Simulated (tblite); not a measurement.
Compound: C₃H₉NSi₂.
Numbering: `[CH2:1]=[N:2][CH:3]1[SiH2:4][CH2:5][SiH2:6]1` (hydrogens: H7, H8 on C1; H9 on C3; H10, H11 on Si4; H12, H13 on C5; H14, H15 on Si6)

The geometry is computed with GFN2-xTB (gas phase).

(1) List the bond lengths, angles and torsions at this level.

## Answers

(1) 
| bond | length (Å) |
| --- | --- |
| C1=N2 | 1.255 |
| N2–C3 | 1.410 |
| C3–Si4, C3–Si6 | 1.940 |
| Si4–C5, C5–Si6 | 1.918 |
| C1–H7 | 1.098 |
| C1–H8 | 1.080 |
| C3–H9 | 1.105 |
| Si4–H10, Si6–H14 | 1.467 |
| Si4–H11, Si6–H15 | 1.459 |
| C5–H12 | 1.087 |
| C5–H13 | 1.087 |

Bonds in one row agree within 0.01 Å and their mean is given. A selection of angles:
| angle | degrees |
| --- | --- |
| N2–C1–H7 | 124.0 |
| N2–C1–H8 | 118.8 |
| H7–C1–H8 | 117.2 |
| C1–N2–C3 | 121.3 |
| N2–C3–Si4 | 111.4 |
| N2–C3–H9 | 112.0 |
| Si4–C3–Si6 | 91.2 |
| Si4–C3–H9 | 114.7 |
| C3–Si4–C5 | 88.2 |
| C3–Si4–H10 | 112.5 |
| C3–Si4–H11 | 113.6 |
| C5–Si4–H10 | 114.8 |
| C5–Si4–H11 | 115.6 |
| H10–Si4–H11 | 110.6 |
| Si4–C5–Si6 | 92.5 |
| Si4–C5–H12 | 114.4 |
| Si4–C5–H13 | 114.6 |
| Si6–C5–H13 | 114.5 |
| H12–C5–H13 | 106.4 |

Torsions: C1–N2–C3–Si4 -130° (anticlinal); N2–C3–Si4–C5 -114° (anticlinal); C3–Si4–C5–Si6 1° (synperiplanar); Si4–C5–Si6–C3 -1° (synperiplanar); N2–C3–Si6–C5 114° (anticlinal).

The C–Si distances run from 1.918 Å (C5–Si6, drawn single) to 1.940 Å (C3–Si6, drawn single), a spread of 0.022 Å. Si4 (SiH2 silicon) has angles from 88.2° to 115.6°. The 2 C–N bonds span 1.255 Å (C1=N2, drawn double) to 1.410 Å (N2–C3, drawn single), a spread of 0.155 Å. Of the pairs four or more bonds apart, H7···H9 is among the closest relative to their van der Waals radii: 2.27 Å, 95 % of the sum of Bondi's values. The 4-membered ring C3–Si4–C5–Si6 has internal angles of 88.2° to 92.5°; it is planar, 0.01 Å rms from its mean plane, widest ring torsion 1°.

Point group: Cs (every atom within 0.08 Å of its image). Its GFN2-xTB frequencies are all real (lowest 28 cm⁻¹). One conformer, not necessarily the lowest. 2 starts were optimised and ended at 0.00 and 0.89 kcal/mol (GFN2-xTB); the lowest of these is shown.
